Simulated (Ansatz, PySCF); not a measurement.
Stretching the O3–H4 bond in GaH3O2 (SMILES [OH][GaH][OH]) (multiplicity 1 held, fragments rigid). Energies count from the point at 0.963 Å.
Geometry at that point (charge 0, multiplicity 1):
```tsv
atom	x (Å)	y (Å)	z (Å)
Ga	-0.2440	-0.1775	-0.1512
H	-1.3542	-1.0163	-0.8271
O	0.0204	1.5378	-0.5766
H	0.7423	1.9403	-0.0819
O	0.9023	-0.7560	1.1056
H	0.7953	-1.6758	1.3651
```

U- levels take the lowest unrestricted solution at each point, which mixes spins at long bonds. Active spaces are followed from a long bond inwards. Levels need not reach the same state.

Cores are frozen in the correlated methods. Filled d and f shells under p-block atoms count as core. Rows in 3-21G, LANL2DZ carry no dispersion term and start afresh at each structure; the Pople sets are all-electron and without relativity. LANL2DZ brings its own core potentials from Na on.

Codes used: Ansatz (a program for electronic structure); PySCF for 3-21G rows, LANL2DZ rows. Values without a source in brackets are computed.

Other levels give for the energy at R = 3.082 Å: U-PBE/cc-pVTZ 5.220; U-B3LYP/cc-pVTZ 5.224; U-wB97X-V/cc-pVTZ 5.283; FIC-MRCISD+Q on CASSCF(4,3)/cc-pVTZ 5.287 eV.

### Question
What do these common cheap choices give for the same quantity: R-HF/3-21G, U-HF/LANL2DZ, R-B3LYP/LANL2DZ, U-B3LYP/LANL2DZ?

### Answer
R-HF/3-21G 9.410; U-HF/LANL2DZ 3.642; R-B3LYP/LANL2DZ 6.998; U-B3LYP/LANL2DZ 5.066 eV. They span 3.642 to 9.410 eV.

Doubts at one or more of the structures used: a restricted determinant that unrestricted orbitals would lower (R-HF/3-21G); a spin-contaminated determinant (U-HF/LANL2DZ, U-B3LYP/LANL2DZ, U-PBE/cc-pVTZ, U-B3LYP/cc-pVTZ, U-wB97X-V/cc-pVTZ); active orbitals that take no part (FIC-MRCISD+Q on CASSCF(4,3)/cc-pVTZ).
